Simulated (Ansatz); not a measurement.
Total energies of La(NH2)3 (LaN3H6) from Ansatz at PBE-D4/def2-TZVP, gas phase (1 Eh = 27.2114 eV = 2625.5 kJ/mol). The reference geometry is relaxed at r2SCAN-D4/def2-SVP.

```csv
state,geometry,energy (Eh)
charge 0 singlet,reference,-199.42988
charge 1 doublet,reference,-199.16271
charge 1 doublet,relaxed at r2SCAN-D4/def2-SVP,-199.16448
```

In the def2 sets La takes a core potential; there is no spin–orbit coupling.

(1) Work out the vertical ionisation energy to the doublet.

(2) How much does the charge 1 doublet relax, and what is the adiabatic ionisation energy?

(1) E(charge 1 doublet) − E(charge 0 singlet) = -199.16271 − (-199.42988) = 0.26717 Eh = 7.27 eV. For comparison, −ε of the highest occupied level is 4.73 eV at this level, 2.54 eV less.

(2) Relaxation: -199.16271 − (-199.16448) = 0.00177 Eh = 0.05 eV. Adiabatic ionisation energy: 0.26540 Eh = 7.22 eV, without zero-point energy.
